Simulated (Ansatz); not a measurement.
Tuning the range parameter of LC-ωPBE so that −HOMO meets the ionisation energy; basis def2-SVP, Ansatz. System: C10H10Cl4N2Sn (relaxed from a model of cis-Sn(py)2Cl4, whose bonding it doesn't keep). The state is a singlet with charge 0. Geometry: PBE-D4/def2-SVP. The ionised state is a doublet.

Geometry of the singlet:

```xyz
27

Sn    0.015   -2.030    1.100
N    -1.281   -0.879   -0.531
C    -0.723   -0.330   -1.627
C    -1.498    0.314   -2.598
C    -2.888    0.369   -2.425
C    -3.457   -0.223   -1.287
C    -2.616   -0.840   -0.354
H     0.367   -0.453   -1.722
H    -1.010    0.756   -3.479
H    -3.525    0.864   -3.174
H    -4.542   -0.212   -1.116
H    -2.994   -1.313    0.565
Cl    1.582   -2.813    2.742
N     1.287   -0.020    1.014
C     0.718    1.190    1.166
C     1.479    2.365    1.155
C     2.869    2.267    1.000
C     3.450    0.998    0.860
C     2.622   -0.130    0.870
H    -0.371    1.190    1.332
H     0.982    3.338    1.278
H     3.496    3.172    0.993
H     4.536    0.873    0.745
H     3.010   -1.154    0.754
Cl   -1.531   -3.853    0.875
Cl    1.416   -2.658   -0.811
Cl   -1.393   -0.787    2.675
```

In the def2 sets Sn takes a core potential; there is no spin–orbit coupling.

```json
{"ω (1/bohr)": "0.1", "HOMO (eV)": "-7.59", "LUMO (eV)": "-1.55", "vertical IE (eV)": "8.63", "HOMO + IE (eV)": "1.05"}
{"ω (1/bohr)": "0.15", "HOMO (eV)": "-8.24", "LUMO (eV)": "-1.04", "vertical IE (eV)": "8.89", "HOMO + IE (eV)": "0.65"}
{"ω (1/bohr)": "0.2", "HOMO (eV)": "-8.82", "LUMO (eV)": "-0.66", "vertical IE (eV)": "9.20", "HOMO + IE (eV)": "0.38"}
{"ω (1/bohr)": "0.3", "HOMO (eV)": "-9.76", "LUMO (eV)": "-0.22", "vertical IE (eV)": "9.82", "HOMO + IE (eV)": "0.07"}
```

Where does the tuning condition hold?

Not within the range that was run.
